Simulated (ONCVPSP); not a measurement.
## Debugging a pseudopotential input (indium (In), ONCVPSP 4.0.1)

Command:

```bash
oncvpsp.x < In.dat > In.out
```

Input:

```
# ATOM AND REFERENCE CONFIGURATION
# atsym  z   nc   nv     iexc    psfile
  In 49.00    6    4  -116133      upf
#
#   n    l    f
    1    0    2.00
    2    0    2.00
    2    1    6.00
    3    0    2.00
    3    1    6.00
    3    2   10.00
    4    0    2.00
    4    1    6.00
    4    2   10.00
    5    0    1.00
#
# PSEUDOPOTENTIAL AND OPTIMIZATION
# lmax
    2
#
#   l,   rc,      ep,       ncon, nbas, qcut
    0    1.15    0.00    4    8    9.10
    1    1.45    0.00    5    8    7.40
    2    1.15    0.00    4    8    9.30
#
# LOCAL POTENTIAL
# lloc, lpopt,  rc(5),   dvloc0
    2    5    1.15    0.00
#
# VANDERBILT-KLEINMAN-BYLANDER PROJECTORs
# l, nproj, debl
    0    2    3.10
    1    2    3.50
    2    0    2.90
#
# MODEL CORE CHARGE
# icmod, fcfact, rcfact
    3    4.00    0.30
#
# LOG DERIVATIVE ANALYSIS
# epsh1, epsh2, depsh
   -7.00    5.00    0.04
#
# OUTPUT GRID
# rlmax, drl
    6.00    0.01
#
# TEST CONFIGURATIONS
# ncnf
    4
# nvcnf
#   n    l    f
    5
    4    0    2.00
    4    1    6.00
    4    2   10.00
    5    0    2.00
    5    1    1.00
#
    4
    4    0    2.00
    4    1    6.00
    4    2   10.00
    5    0    2.00
#
    4
    4    0    2.00
    4    1    6.00
    4    2   10.00
    5    0    0.00
#
    5
    4    0    2.00
    4    1    6.00
    4    2    9.00
    5    0    2.00
    5    1    1.00
#
```

This is an input that runs to its end, with one change: model core set to icmod 3, fcfact 4.00, rcfact 0.30.

**Question.** How does the run end?

**Answer.** The program runs through. Ghost flags: GHOST(+) s at 541.6 eV; the largest excitation error among the 4 tests with output is 4.71 meV, against 4.87 meV for the unchanged input. Messages: WARNING scattering state with energy 0.25000000; WARNING wellstate: negative energy specified for n= 5 l= 1; WARNING will be used for the first projector.

```

Test configuration 4

   n   l     f        eae           eps        diff
   1   0  2.0000-1019.96586571
   2   0  2.0000 -153.21315655
   2   1  6.0000 -137.59825627
   3   0  2.0000  -29.51745219
   3   1  6.0000  -24.40505855
   3   2 10.0000  -16.46400391
   4   0  2.0000   -4.92552130   -4.92452637    9.95D-04
   4   1  6.0000   -3.39193394   -3.39155123    3.83D-04
   4   2  9.0000   -1.17579916   -1.17551993    2.79D-04
   5   0  2.0000   -0.64191316   -0.64185161    6.15D-05
   5   1  1.0000   -0.37340719   -0.37338553    2.17D-05

    Total energies and differences
      AE_ref= -5.87805377D+03  AE_tst= -5.87803720D+03  dif=  1.66D-02
      PS_ref= -1.89037190D+02  PS_tst= -1.89020705D+02  dif=  1.65D-02
      PSP excitation error=  8.69D-05
```
